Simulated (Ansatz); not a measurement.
Basis-set extrapolation for `C[Si@@H](O)[Si@H](O)Cl` (PBE0-D4/def2-TZVP geometry, frozen core, the Gaussian-basis code of Ansatz). Multiplicity 1, RHF reference.

|  | def2-TZVPP | def2-QZVPP |
| --- | --- | --- |
| HF | -1229.323608 | -1229.364040 |
| MP2 correlation | -1.086675 | -1.176973 |
| CCSD(T) correlation | -1.186611 | not run |

Energies in hartree. Use E(X) = E(∞) + A·exp(−7.88·√X) for Hartree–Fock and E(X) = E(∞) + B·X^(−2.97) for correlation, with X = 3 and 4, and add CCSD(T) minus MP2 of the smaller set to the MP2 limit.

Problem. What is the CCSD(T) energy at the basis-set limit?

Solution. HF limit: -1229.364040 + (-0.040432) × 0.13774 = -1229.36961. MP2 limit: -1.176973 + (-0.090298) × 0.74074 = -1.24386. Higher-order term: -1.186611 − (-1.086675) = -0.09994. Total: -1230.71341 hartree, 533.5 kJ/mol below CCSD(T)/def2-TZVPP.
